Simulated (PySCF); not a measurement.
PySCF input file for Zr(Me)4 (C4H12Zr), SMILES [CH3][Zr]([CH3])([CH3])[CH3], multiplicity 1, TDA-ωB97X/def2-SVPD. Coordinates come from a PBE0-D3(BJ)/def2-SVP optimisation. The spin state was assumed, not searched. The def2 effective core potentials stand for the cores of Zr; spin–orbit coupling is left out.

```python
import numpy as np
from pyscf import gto, scf, dft, tdscf

mol = gto.M(
    atom='''
    Zr   -0.00000000    0.00000000   -0.00000000
    C    -1.27882149    1.27882148   -1.27882149
    H    -1.09115822    1.09115823   -2.35232525
    H    -1.09115822    2.35232525   -1.09115822
    H    -2.35232525    1.09115822   -1.09115822
    C     1.27882149    1.27882149    1.27882149
    H     1.09115822    1.09115822    2.35232525
    H     1.09115823    2.35232525    1.09115822
    H     2.35232525    1.09115822    1.09115823
    C     1.27882149   -1.27882148   -1.27882149
    H     1.09115822   -2.35232525   -1.09115822
    H     2.35232525   -1.09115822   -1.09115822
    H     1.09115822   -1.09115823   -2.35232525
    C    -1.27882149   -1.27882149    1.27882148
    H    -1.09115822   -1.09115823    2.35232525
    H    -1.09115822   -2.35232525    1.09115822
    H    -2.35232525   -1.09115822    1.09115822
    ''',
    basis='def2-SVPD',
    ecp={'Zr': 'def2-svp'},
    charge=0,
    spin=0,
    symmetry=True,
    max_memory=1600,
    verbose=4,
)
mf = dft.RKS(mol, xc='wb97x').density_fit(auxbasis='def2-universal-jkfit')
mf.grids.level = 3
mf.conv_tol = 1e-9
mf.max_cycle = 100
mf.kernel()
mf.grids = dft.Grids(mol).set(level=1).build(with_non0tab=True)  # coarser grid for the response kernel
td = tdscf.TDA(mf)
td.singlet = True
td.nstates = 6
td.conv_tol = 1e-4
td.positive_eig_threshold = 1e-6
td.kernel(x0=td.get_init_guess(mf, 11))
td.analyze()
tt = tdscf.TDA(mf)
tt.singlet = False
tt.nstates = 2
tt.conv_tol = 1e-4
tt.positive_eig_threshold = 1e-6
tt.kernel(x0=tt.get_init_guess(mf, 7))
tt.analyze(verbose=3)
```

Program output:

```
PySCF version 2.14.0

[INPUT] verbose = 4
[INPUT] num. atoms = 17
[INPUT] num. electrons = 48
[INPUT] charge = 0
[INPUT] spin (= nelec alpha-beta = 2S) = 0
[INPUT] symmetry True subgroup None
[INPUT] Mole.unit = angstrom
[INPUT] Symbol           X                Y                Z      unit          X                Y                Z       unit  Magmom
[INPUT]  1 Zr     0.000000000000   0.000000000000   0.000000000000 AA    0.000000000000   0.000000000000   0.000000000000 Bohr   0.0
[INPUT]  2 C     -1.278821490000   1.278821480000  -1.278821490000 AA   -2.416622378308   2.416622359411  -2.416622378308 Bohr   0.0
[INPUT]  3 H     -1.091158220000   1.091158230000  -2.352325250000 AA   -2.061990194368   2.061990213265  -4.445250478399 Bohr   0.0
[INPUT]  4 H     -1.091158220000   2.352325250000  -1.091158220000 AA   -2.061990194368   4.445250478399  -2.061990194368 Bohr   0.0
[INPUT]  5 H     -2.352325250000   1.091158220000  -1.091158220000 AA   -4.445250478399   2.061990194368  -2.061990194368 Bohr   0.0
[INPUT]  6 C      1.278821490000   1.278821490000   1.278821490000 AA    2.416622378308   2.416622378308   2.416622378308 Bohr   0.0
[INPUT]  7 H      1.091158220000   1.091158220000   2.352325250000 AA    2.061990194368   2.061990194368   4.445250478399 Bohr   0.0
[INPUT]  8 H      1.091158230000   2.352325250000   1.091158220000 AA    2.061990213265   4.445250478399   2.061990194368 Bohr   0.0
[INPUT]  9 H      2.352325250000   1.091158220000   1.091158230000 AA    4.445250478399   2.061990194368   2.061990213265 Bohr   0.0
[INPUT] 10 C      1.278821490000  -1.278821480000  -1.278821490000 AA    2.416622378308  -2.416622359411  -2.416622378308 Bohr   0.0
[INPUT] 11 H      1.091158220000  -2.352325250000  -1.091158220000 AA    2.061990194368  -4.445250478399  -2.061990194368 Bohr   0.0
[INPUT] 12 H      2.352325250000  -1.091158220000  -1.091158220000 AA    4.445250478399  -2.061990194368  -2.061990194368 Bohr   0.0
[INPUT] 13 H      1.091158220000  -1.091158230000  -2.352325250000 AA    2.061990194368  -2.061990213265  -4.445250478399 Bohr   0.0
[INPUT] 14 C     -1.278821490000  -1.278821490000   1.278821480000 AA   -2.416622378308  -2.416622378308   2.416622359411 Bohr   0.0
[INPUT] 15 H     -1.091158220000  -1.091158230000   2.352325250000 AA   -2.061990194368  -2.061990213265   4.445250478399 Bohr   0.0
[INPUT] 16 H     -1.091158220000  -2.352325250000   1.091158220000 AA   -2.061990194368  -4.445250478399   2.061990194368 Bohr   0.0
[INPUT] 17 H     -2.352325250000  -1.091158220000   1.091158220000 AA   -4.445250478399  -2.061990194368   2.061990194368 Bohr   0.0

nuclear repulsion = 200.424042222592
point group symmetry = Td, use subgroup D2
symmetry origin: [ 2.48648178e-10 -2.48648172e-10 -1.24324083e-09]
symmetry axis x: [ 1.00000000e+00  1.09328274e-09 -4.87760049e-13]
symmetry axis y: [-1.09328274e-09  1.00000000e+00 -5.15369961e-10]
symmetry axis z: [4.87759486e-13 5.15369961e-10 1.00000000e+00]
num. orbitals of irrep A = 54
num. orbitals of irrep B1 = 52
num. orbitals of irrep B2 = 52
num. orbitals of irrep B3 = 52
number of shells = 92
number of NR pGTOs = 300
number of NR cGTOs = 210
basis = def2-SVPD
ecp = {'Zr': 'def2-svp'}


[settings echo left out]
init E= -200.055956734949
HOMO (B3) = -0.528379569035435  LUMO (A) = -0.370958079642799  gap/eV = 4.28366
cycle= 1 E= -206.053433954684  delta_E=   -6  |g|= 1.23  |ddm|= 5.85
HOMO (B3) = -0.157627239480418  LUMO (A) = 0.0875148705201685  gap/eV = 6.67066
cycle= 2 E= -206.270253749287  delta_E= -0.217  |g|= 0.903  |ddm|= 3.76
HOMO (B3) = -0.349806931616616  LUMO (A) = 0.0566249574067335  gap/eV = 11.05958
cycle= 3 E= -206.513806527387  delta_E= -0.244  |g|= 0.0513  |ddm|= 1.74
HOMO (B3) = -0.36394269674891  LUMO (A) = 0.0567844180520307  gap/eV = 11.44857
cycle= 4 E= -206.515201106903  delta_E= -0.00139  |g|= 0.0242  |ddm|= 0.196
HOMO (B3) = -0.362253505761668  LUMO (A) = 0.0558068335077085  gap/eV = 11.37600
cycle= 5 E= -206.515382873513  delta_E= -0.000182  |g|= 0.00686  |ddm|= 0.0422
HOMO (B3) = -0.363224113597656  LUMO (A) = 0.0552361045298187  gap/eV = 11.38688
cycle= 6 E= -206.515406737057  delta_E= -2.39e-05  |g|= 0.00152  |ddm|= 0.0182
HOMO (B3) = -0.363149877671474  LUMO (A) = 0.0550864003781798  gap/eV = 11.38079
cycle= 7 E= -206.515408217368  delta_E= -1.48e-06  |g|= 0.000208  |ddm|= 0.00636
HOMO (B3) = -0.363156328545652  LUMO (A) = 0.0550717903520944  gap/eV = 11.38057
cycle= 8 E= -206.515408262712  delta_E= -4.53e-08  |g|= 3.08e-05  |ddm|= 0.00184
HOMO (B3) = -0.36315760505458  LUMO (A) = 0.0550689685587131  gap/eV = 11.38052
cycle= 9 E= -206.515408263885  delta_E= -1.17e-09  |g|= 7e-06  |ddm|= 0.00026
HOMO (B3) = -0.363157878985648  LUMO (A) = 0.0550673134463667  gap/eV = 11.38049
cycle= 10 E= -206.515408263939  delta_E= -5.36e-11  |g|= 9.38e-07  |ddm|= 3.56e-05
HOMO (B3) = -0.363157845881861  LUMO (A) = 0.0550672885751575  gap/eV = 11.38049
Extra cycle  E= -206.515408263939  delta_E= 1.14e-13  |g|= 3.6e-07  |ddm|= 4.25e-06
converged SCF energy = -206.515408263939
tot grids = 58592
Overwritten attributes  positive_eig_threshold  of <class 'pyscf.tdscf.rks.TDA'>


******** <class 'pyscf.tdscf.rks.TDA'> for <class 'pyscf.df.df_jk.DFSymAdaptedRKS'> ********
nstates = 6 singlet
deg_eia_thresh = 1.000e-03
wfnsym = None
conv_tol = 0.0001
eigh lindep = 1e-12
eigh level_shift = 0
eigh max_cycle = 100


Excitation energies (eV)
[5.08158351 5.08158351 5.08158351 5.33338127 5.33338128 5.33338128]

** Singlet excitation energies and oscillator strengths **
Excited State   1:   B3      5.08158 eV    243.99 nm  f=0.0000
      22 -> 29       -0.11732
      23 -> 28        0.11732
      24 -> 25        0.23919
      24 -> 26        0.63499
Excited State   2:   B1      5.08158 eV    243.99 nm  f=0.0000
      22 -> 25        0.43032
      22 -> 26       -0.52464
      23 -> 30       -0.11732
      24 -> 29        0.11732
Excited State   3:   B2      5.08158 eV    243.99 nm  f=0.0000
      22 -> 30       -0.11732
      23 -> 25        0.66951
      23 -> 26        0.11034
      24 -> 28        0.11732
Excited State   4:   B3      5.33338 eV    232.47 nm  f=0.0017
      24 -> 25        0.63901
      24 -> 26       -0.24071
Excited State   5:   B1      5.33338 eV    232.47 nm  f=0.0017
      22 -> 25        0.52797
      22 -> 26        0.43305
Excited State   6:   B2      5.33338 eV    232.47 nm  f=0.0017
      23 -> 25        0.11104
      23 -> 26       -0.67376

** Transition electric dipole moments (AU) **
state          X           Y           Z        Dip. S.      Osc.
  1        -0.0000     -0.0000      0.0000      0.0000      0.0000
  2         0.0000     -0.0000      0.0000      0.0000      0.0000
  3        -0.0000      0.0000     -0.0000      0.0000      0.0000
  4        -0.1143      0.0000      0.0000      0.0131      0.0017
  5         0.0000     -0.0000      0.1143      0.0131      0.0017
  6         0.0000      0.1143     -0.0000      0.0131      0.0017

WARN: ECP detected. Skipping calculation of transition velocity and magnetic dipole moments, which have not yet been implemented.



******** <class 'pyscf.tdscf.rks.TDA'> for <class 'pyscf.df.df_jk.DFSymAdaptedRKS'> ********
nstates = 2 triplet
deg_eia_thresh = 1.000e-03
wfnsym = None
conv_tol = 0.0001
eigh lindep = 1e-12
eigh level_shift = 0
eigh max_cycle = 100


Excitation energies (eV)
[4.81435004 4.81435004]

** Triplet excitation energies and oscillator strengths **
Excited State   1:   B3      4.81435 eV    257.53 nm  f=0.0000
Excited State   2:   B1      4.81435 eV    257.53 nm  f=0.0000
```

The calculation finished and met its thresholds.

Cost: about 7 core-minutes (a rough figure).
